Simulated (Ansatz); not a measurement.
Consider the redistribution: `B[SiH](F)[SiH2]N` + `N=CC[SiH2][SiH3]` → `B[SiH](F)CC=N` + `N[SiH2][SiH2][SiH3]`.

Program: Ansatz. Geometries: PBE0-D4/def2-TZVP. ΔE: electronic, gas phase. CBS: MP2 limit from def2 TZ/QZ plus the TZ coupled-cluster correction, frozen cores. Functionals use def2-TZVPP. B3LYP here is the variant with VWN-RPA as its local correlation; programs differ in this. One conformer a species, not always the lowest.

```
             level  ΔE (kJ/mol)  difference from CCSD(T)/CBS
            PBE-D4        -12.5                          7.0
         r2SCAN-D4        -15.9                          3.6
           PBE0-D4        -16.5                          3.0
          B3LYP-D4        -15.3                          4.2
           ωB97X-V        -19.3                          0.2
            r2SCAN        -16.6                          2.9
              PBE0        -18.4                          1.1
             B3LYP        -18.4                          1.1
     HF/def2-TZVPP        -25.4                         -5.9
    MP2/def2-TZVPP        -21.0                         -1.5
   CCSD/def2-TZVPP        -21.3                         -1.8
CCSD(T)/def2-TZVPP        -20.1                         -0.6
     HF/def2-QZVPP        -25.2                         -5.7
SCS-MP2/def2-QZVPP        -21.0                         -1.5
     MP2/CBS(def2)        -20.5                         -1.0
    CCSD/CBS(def2)        -20.8                         -1.3
       CCSD(T)/CBS        -19.5                            0
```

Largest T1 diagnostic among the species: 0.013.

In def2-TZVPP, CCSD(T) changes the Hartree–Fock value by +5.4 kJ/mol (the triples alone add +1.2 kJ/mol) and MP2 by +4.4 kJ/mol. The D4 term adds +3.1 kJ/mol with B3LYP and +1.9 kJ/mol with PBE0; it sums over pairs of atoms, weighted by their polarisabilities, and B3LYP, whose exchange is more repulsive, gets the larger term. From PBE to PBE0 (25 % exact exchange), in def2-TZVPP and without D4, ΔE moves by −3.9 kJ/mol.
